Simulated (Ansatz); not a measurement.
C2H2Cl (SMILES [CH]=CCl), charge 0, multiplicity 2, relaxed at each level with Ansatz (a quantum-chemistry and plane-wave program); harmonic frequencies from differences of analytic forces, average atomic masses, frozen cores. Open shells are unrestricted.

### Question
Give the equilibrium geometry, the harmonic frequencies and the zero-point energy at B3LYP/def2-TZVPP.

### Answer

(charge 0, multiplicity 2):
```tsv
atom	x (Å)	y (Å)	z (Å)
C	-1.6861	0.2540	0.2306
C	-0.4557	0.6530	0.2695
Cl	0.9036	-0.3807	-0.2103
H	-2.3077	-0.5865	-0.0155
H	-0.1257	1.6312	0.5887
```
Frequencies (cm⁻¹): 345, 643, 666, 781, 838, 1218, 1634, 3193, 3299. Zero-point energy 18.04 kcal/mol.

### Question
Give the equilibrium geometry, the harmonic frequencies and the zero-point energy at MP2/cc-pV(T+d)Z.

### Answer

(charge 0, multiplicity 2):
| atom | x (Å) | y (Å) | z (Å) |
|---|---|---|---|
| C | -1.6731 | 0.2660 | 0.2338 |
| C | -0.4576 | 0.6448 | 0.2667 |
| Cl | 0.8748 | -0.3805 | -0.2078 |
| H | -2.2784 | -0.5832 | -0.0168 |
| H | -0.1372 | 1.6240 | 0.5871 |
Frequencies (cm⁻¹): 364, 732, 840, 848, 996, 1250, 1915, 3255, 3361. Zero-point energy 19.39 kcal/mol.

Doubts at one or more of the structures used: a spin-contaminated determinant (MP2/cc-pV(T+d)Z).
